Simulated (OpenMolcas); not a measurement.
# Ions of charge +3 along the 3d row on the Zn site of KZnF3

| Item | Value |
| --- | --- |
| Program | OpenMolcas |
| Method | SS-CASPT2, IPEA 0.25 Eh, imaginary shift 0.1 Eh |
| Spin-orbit coupling | RASSI with atomic mean-field integrals over the reference wave functions |

The d shell is active; CASPT2 correlates the ligand valence shells and the outer metal core. Each dopant is a cluster with its nearest anions in model potentials and point charges, with no relaxation and no local charge compensation. Distances were set from a Shannon-type radius of the metal (high-spin where two are listed) plus a fixed donor radius (F 1.31 Å), in hosts weighted 0.65 to 0.35 with the host's distance in the model lattice. Ligand basis ANO-RCC-VDZP, DKH2 Hamiltonian. States (labels of O, the rotations of Oh). Energies in cm-1 above the lowest state or level, χT in cm3 K/mol; under a threefold ground state the first gap can be a small split of the lowest multiplet, not the spin-orbit step; 10Dq and B are least-squares fits to the states below 45000 cm-1, weighted by degeneracy, with a free offset, and given where the rms deviation is under 5 % of |10Dq| (or 100 cm-1) and under 700 cm-1. Spin-only χT is S(S+1) / 2 for the spin of the ground state.

```csv
Ion,Shell,R (Å),Metal basis,Ground state,First state of that spin,10Dq,B (rms of fit),First gap with spin-orbit (degeneracies),χT at 300 K,First state of another spin,Spin-only χT
Ti3+,3d1,1.996,ANO-RCC-VTZP,2T2,2E 16900,16900,,"220 (4, 2)",0.447,,0.375
V3+,3d2,1.977,ANO-RCC-VTZP,3T1,3T2 14320,15814,794 (226),"5 (2, 3)",0.890,1T2 10660,1.000
Fe3+,3d5,1.98,ANO-RCC-VTZP,6A1,,,,"19190 (6, 2)",4.384,4T1 19370,4.375
Co3+,3d6,1.957,ANO-RCC-VTZP,5T2,5E 12300,,,"260 (3, 2)",4.149,1A1 5700,3.000
```

Every ion keeps the highest spin of its shell. χT departs most from the spin-only value for Co3+, by +1.149 cm3 K/mol.

Roots that are degenerate in the reference are averaged as groups; the widest CASPT2 spread within a group is 1700 cm-1 (the 3-fold group of multiplicity 1 near 27100 cm-1 above the lowest state of its run, Co3+). Shifts and gaps below about the spread of the groups concerned are not significant. Over all roots computed the reference weight is 0.74 to 0.75 in Ti3+, 0.74 in V3+, 0.71 to 0.74 in Fe3+, 0.68 to 0.74 in Co3+; the roots of lowest weight are the least certain, and an intruder state may touch them. Ligand-to-metal charge-transfer states are missing. With one d shell and no ligand orbital active, 10Dq can be off by a tenth or more. An orbital triplet at a regular site is open to Jahn-Teller coupling, which can distort the site and quench the lowest spin-orbit gaps and is left out (holds for Ti3+; V3+; Co3+). With no ligand orbital active B as a rule stays too high, so bands that hang on it stand too high and its fall with covalency is understated (holds for V3+; Fe3+; Co3+). These CASPT2 states fit no ligand-field parameters well, so their order and spin gaps are uncertain (holds for Fe3+; Co3+). Free-ion shares, where given, are those of the reference states; single-state CASPT2 does not remix them (holds for Fe3+). This shell can be high or low spin here, a state of another spin lies low, and with metal d orbitals alone active their balance is uncertain, so the ground spin may be wrong (holds for Co3+). A single d shell leaves out the double-shell effect, which counts most for late 3d ions, where the CASPT2 field can be off either way by tens of per cent (holds for Co3+). No measured value stands beside these numbers; the geometry was set by hand and not optimised.
